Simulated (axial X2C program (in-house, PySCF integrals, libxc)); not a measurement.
# Testing model relations on RuF

A bond curve at the PBE0 level, with spin–orbit coupling, was computed with an in-house all-electron X2C program for linear molecules (integrals from PySCF) (basis Ru dyall-cv3z [12s12p8d5f3g], F dyall-av3z [7s6p3d2f] (cores contracted in-house)) for the state Ω = 9/2 (⟨Sz⟩ = 1.52, ⟨Lz⟩ = 2.98 at PBE0). Its fit gives Re = 1.8994 Å, ωe = 565.6 cm⁻¹, ωexe = 2.89 cm⁻¹ and αe = 2.189e-03 cm⁻¹; the masses are 101.9043 and 18.9984 u. Two-component means X2C with spin–orbit coupling and atomic mean-field Coulomb and Gaunt terms.

Problem. Find the reduced mass, Be and the force constant.

Solution. From the PBE0 values: μ = 16.0130 u. Be = 16.8576/(μ Re²) = 0.2918 cm⁻¹. k = 5.8918×10⁻⁷ μ ωe² = 3.02 mdyn/Å.

Problem. The dipole moment p changes by 6.84 D/Å at Re. What harmonic infrared intensity follows?

Solution. I = 42.256 × (dp/dR)²/μ = 120 km/mol.

Problem. A Morse curve ties αe to the other constants (Pekeris). How well does that hold?

Solution. αe(Morse) = 6Be²/ωe × (√(ωexe/Be) − 1) = 1.939e-03 cm⁻¹; the PBE0 curve gives 2.189e-03 cm⁻¹, a ratio of 0.89.

Problem. Estimate the centrifugal constant by the Kratzer relation.

Solution. D = 4Be³/ωe² = 3.11e-07 cm⁻¹.

Problem. Where do the fundamental and the first overtone lie?

Solution. ν(1←0) = ωe − 2ωexe = 559.8 cm⁻¹; ν(2←0) = 2ωe − 6ωexe = 1113.9 cm⁻¹.

The state is a single determinant with fixed occupations, the lowest that a limited PBE0 search found. Density functionals use the spin component along the axis (collinear). PBE0 can misorder states that lie within some tenths of an eV, so this need not be the ground state of the molecule. The nearest other spin-free determinant of the search, M_S = 3/2, Λ = 2, lies 0.02 eV up at the distance of the search. Without a current term, density functionals place determinants with orbital angular momentum somewhat too high. With several unpaired electrons one determinant need not be a pure state. A state of lower Ω lies just above, and one determinant can place such states too high, so the state shown need not be the lowest. The search has Ω = 7/2 only 0.09 eV up.
